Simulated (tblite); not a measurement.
Computed with GFN2-xTB (tblite): harmonic, unscaled wavenumbers at the GFN2-xTB geometry, gas phase. The method is semi-empirical: single wavenumbers can be off by several per cent or more. Modes of hydrogen on silicon can be 10 to 20 % off. One conformer each. Open shells enter through the occupations alone, without spin polarisation, and single modes of such species can be off by tens of per cent. Thermal functions are those of the rigid rotor and harmonic oscillator, without mixing of conformers.

**Question.** Order these by their zero-point energy, highest first (kJ/mol).
A. `CC(=S)[SiH2][NH]` [radical]
B. `C1CC(C2COC2)C1`
C. `[CH2]C#CC1CC1` [radical]
D. `[CH2]c1ccc([S@@](C)=O)o1` [radical]
E. `F[C@]1(C(C)=O)C=C1/[C]=N/[H]` [radical]
F. `N#C[C@@H]1C=[C]O[C@@H](F)C1` [radical]

**Answer.** B (462.0), D (298.4), C (270.2), F (253.4), E (238.9), A (190.2).

```json
{"SMILES": "C1CC(C2COC2)C1", "atoms": "20", "mass (u)": "112.09", "symmetry number": "1", "modes under 300 cm⁻¹": "4", "ZPE (kJ/mol)": "462.0", "S translation (J/(mol K))": "167.7", "S rotation": "118.1", "S vibration": "88.2", "S spin": "0.0", "S": "374.0", "Cp": "127.7"}
{"SMILES": "[CH2]c1ccc([S@@](C)=O)o1", "atoms": "16", "mass (u)": "143.02", "symmetry number": "1", "modes under 300 cm⁻¹": "7", "ZPE (kJ/mol)": "298.4", "S translation (J/(mol K))": "170.8", "S rotation": "122.6", "S vibration": "111.2", "S spin": "5.8", "S": "410.3", "Cp": "154.2"}
{"SMILES": "[CH2]C#CC1CC1", "atoms": "13", "mass (u)": "79.05", "symmetry number": "1", "modes under 300 cm⁻¹": "4", "ZPE (kJ/mol)": "270.2", "S translation (J/(mol K))": "163.4", "S rotation": "110.8", "S vibration": "64.1", "S spin": "5.8", "S": "344.0", "Cp": "110.3"}
{"SMILES": "N#C[C@@H]1C=[C]O[C@@H](F)C1", "atoms": "14", "mass (u)": "126.04", "symmetry number": "1", "modes under 300 cm⁻¹": "4", "ZPE (kJ/mol)": "253.4", "S translation (J/(mol K))": "169.2", "S rotation": "119.9", "S vibration": "79.1", "S spin": "5.8", "S": "373.9", "Cp": "129.0"}
{"SMILES": "[H]/N=[C]/C1=C[C@]1(F)C(C)=O", "atoms": "14", "mass (u)": "126.04", "symmetry number": "1", "modes under 300 cm⁻¹": "7", "ZPE (kJ/mol)": "238.9", "S translation (J/(mol K))": "169.2", "S rotation": "121.4", "S vibration": "120.5", "S spin": "5.8", "S": "416.9", "Cp": "153.4"}
{"SMILES": "CC(=S)[SiH2][NH]", "atoms": "11", "mass (u)": "104.00", "symmetry number": "1", "modes under 300 cm⁻¹": "5", "ZPE (kJ/mol)": "190.2", "S translation (J/(mol K))": "166.8", "S rotation": "114.2", "S vibration": "83.8", "S spin": "5.8", "S": "370.5", "Cp": "118.7"}
```

Entropies and Cp are for 298.15 K and 1 bar.
